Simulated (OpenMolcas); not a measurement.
An atom or ion with 7 electrons was computed by XMS-CASPT2, IPEA 0.25 Eh, imaginary shift 0.1 Eh with spin-orbit coupling (OpenMolcas, ANO-RCC-VTZP, DKH2). The lowest levels that the run gave, each within 12 % of the measured value where one is at hand:

| J | Parity | E (cm⁻¹) | g |
| --- | --- | --- | --- |
| 3/2 | odd | 0.0 | 2.002 |
| 3/2 | odd | 35070 | 0.800 |
| 5/2 | odd | 35090 | 1.200 |
| 1/2 | odd | 52400 | 0.666 |
| 3/2 | odd | 52410 | 1.334 |
| 5/2 | even | 151860 | 1.601 |
| 3/2 | even | 152150 | 1.735 |
| 1/2 | even | 152320 | 2.671 |
| 3/2 | even | 212190 | 0.800 |
| 5/2 | even | 212210 | 1.200 |
| 1/2 | even | 251190 | 2.002 |
| 3/2 | even | 270410 | 1.334 |

Question: Which ion is it, and what are the configurations and terms?

Answer: F²⁺ (Z = 9, charge +2; active space 5 electrons in 8 orbitals (2s 2p 3s 3p)). J, parity and g give the terms where levels are pure, and mixed ones are named by the computed weights; the size of the splittings, set against known spectra of the 7-electron sequence, gives the charge. In order, with the measured energies in cm⁻¹ (Moore, Atomic Energy Levels, vol. I, NSRDS-NBS 35 (1971 reprint of NBS Circular 467, 1949)): 2s² 2p³ ⁴S°_3/2, 2s² 2p³ ²D°_3/2, 2s² 2p³ ²D°_5/2, 2s² 2p³ ²P°_1/2, 2s² 2p³ ²P°_3/2, 2s 2p⁴ ⁴P_5/2 (151898), 2s 2p⁴ ⁴P_3/2 (152235), 2s 2p⁴ ⁴P_1/2 (152410), 2s 2p⁴ ²D_3/2 (210256), 2s 2p⁴ ²D_5/2 (210240), 2s 2p⁴ ²S_1/2 (248260), 2s 2p⁴ ²P_3/2 (266559).

CASPT2 does not keep the components of a term degenerate, so their means are used; among the terms shown or strongly mixed into the levels shown the widest spread is 540 cm-1 (2s 2p⁴ ²D). Active for correlation alone: 3p 3s; no level in the range computed is led by a configuration that fills them, so any true level of that kind is missing. Computed and measured levels are paired by configuration, term and J; levels that our copy of the source lacks, or whose pairing is in doubt (as where it misses far off the trend of its configuration), stay unpaired and out of the deviations. Only configurations of the active space appear.

° marks odd parity.
